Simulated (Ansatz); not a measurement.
Calibrating PBE0-D4/def2-TZVPP on fluorocarbon molecules

The vertical ionisation energy (cation less neutral) in eV of 8 fluorocarbon molecules: x at PBE0-D4/def2-TZVPP, y at CCSD(T)/def2-TZVPP. Shapes, held fixed at every level: PBE0-D4/def2-TZVP. Flexible molecules stand in one conformer, not always the lowest. Programs: Ansatz 0.2.0.

```
                             molecule  x (eV)  y (eV)
           C5H6F2 (SMILES FC1=CCCC1F)    9.63    9.91
 C4H3F5 (SMILES C/C(F)=C(\F)C(F)(F)F)   10.15   10.41
C5H3F5 (SMILES FC1=C(F)C(F)(F)C(F)C1)   10.21       ?
   C4H3F5 (SMILES FC/C(F)=C\C(F)(F)F)   10.91   11.16
   C4H3F5 (SMILES F/C(=C/C(F)F)C(F)F)   10.98   11.24
         C4H6F4 (SMILES FCC(F)C(F)CF)   11.54   12.19
         C4F8 (octafluorocyclobutane)   11.66   12.10
       C4H6F4 (SMILES CC(F)(F)C(F)CF)   11.70   12.25
```

Question: Fit y = c + s·x to the known rows and predict y for C5H3F5.

Answer: 
1. Means of the 7 rows: x = 10.9386, y = 11.323.
2. Σ(Δx)² = 3.7987, Σ(Δx·Δy) = 4.358, so the slope is 4.358/3.7987 = 1.1472.
3. Intercept: 11.323 − (1.1472) × 10.9386 = -1.226. The largest residual of the fit is 0.18.
4. C5H3F5: -1.226 + 1.1472 × 10.21 = 10.49 eV.

CCSD(T)/def2-TZVPP gives 10.47 eV, so the prediction is off by +0.02 eV, within the largest residual. Uncorrected, PBE0-D4/def2-TZVPP misses C5H3F5 by -0.26 eV, and the other rows by 0.38 on average. The line removes about 90 % of this miss, partly by chance. Left out in turn, the other rows are missed by 0.13 eV on average, so much of the error is systematic among these molecules. Cations run unrestricted.
